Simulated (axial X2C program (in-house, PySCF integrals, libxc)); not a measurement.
# Correcting the dissociation energy of AlI⁺ for spin–orbit coupling

A spin-free CCSD(T) curve (one-electron X2C) was computed with an axial X2C code built on PySCF integrals, basis I dyall-cv3z [11s12p8d4f1g], Al dyall-v3z [8s8p2d1f] (cores contracted in-house), for the state M_S = 1/2, Λ = 0 (beyond evenly filled blocks: σα). It gives D0 = 1.024 eV to I + Al+, which in a spin-free picture are the weighted means of the ground terms.

Correlated methods: 9 electrons correlated (number of frozen shells: I 4 s, 3 p, 2 d; Al 2 s, 1 p), 219 virtual spin orbitals or spinors in MP2, 90 natural virtuals in coupled cluster.

Measured levels of the ground terms (NIST Handbook of Basic Atomic Spectroscopic Data), in cm⁻¹: I 2P: J = 3/2 at 0, J = 1/2 at 7603.1; Al+ 1S: J = 0 at 0.

The molecular state has Λ = 0, so it has no first-order lowering.

Q: How far does each ground level lie under the (2J+1)-weighted mean of its term?

A: I: (4 × 0 + 2 × 7603.1)/6 = 2534 cm⁻¹; Al+: a single level, 0.

Q: Correct D0.

A: D0 = 1.024 + (0 − 2534)/8065.5 = 0.710 eV at CCSD(T) with these spin–orbit terms.

Second-order spin–orbit effects in the molecule, which grow quickly with Z, are left out. One determinant describes the state; a PBE0 search over occupations chose it and may have missed a lower one. De is counted from the lowest determinant-based energies of the atoms at the same level, without counterpoise correction. Coupled cluster ran in a truncated set of natural virtual spinors; the MP2 energy of the rest was added. (T) has no such correction and the atoms are truncated less, which lowers De at CCSD(T) by a hundredth of an eV or more.
